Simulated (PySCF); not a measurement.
Zr(H)3(SH) (H4SZr), SMILES [SH][ZrH3], multiplicity 1.

Geometry optimised at PBE0-D3(BJ)/def2-TZVP. The spin state was assumed, not searched. The def2 effective core potentials stand for the cores of Zr; spin–orbit coupling is left out.

Two levels are set side by side: TDA-PBE/def2-TZVPD (PySCF) and TDA-CAM-B3LYP/def2-TZVPD (PySCF). Vertical, same geometry. The lowest singlet is HOMO→LUMO 99 % with PBE and HOMO−2→LUMO 65 %, HOMO→LUMO 22 %, HOMO−1→LUMO+1 10 % with the other functional; states are paired by order. Differences are taken from unrounded values.

| quantity | TDA-PBE |
|---|---|
| lowest singlet excitation (eV) | 3.56 |
| lowest triplet excitation (TDA) (eV) | 3.29 |

**Question.** These are the TDA-PBE values. What does TDA-CAM-B3LYP give? (Estimate from the structure and the level; the computed values follow.)

**Answer.** 
```json
[
 {"quantity": "lowest singlet excitation (eV)", "TDA-CAM-B3LYP": "4.16", "TDA-PBE minus TDA-CAM-B3LYP": "-0.60"},
 {"quantity": "lowest triplet excitation (TDA) (eV)", "TDA-CAM-B3LYP": "3.79", "TDA-PBE minus TDA-CAM-B3LYP": "-0.50"}
]
```

A lower first singlet is the usual sign of a functional without exact exchange. Differences between two approximate levels are no errors against the true value.

Rough cost on one machine, each run with all the roots and properties that it gave: TDA-CAM-B3LYP against TDA-PBE about 4 times.
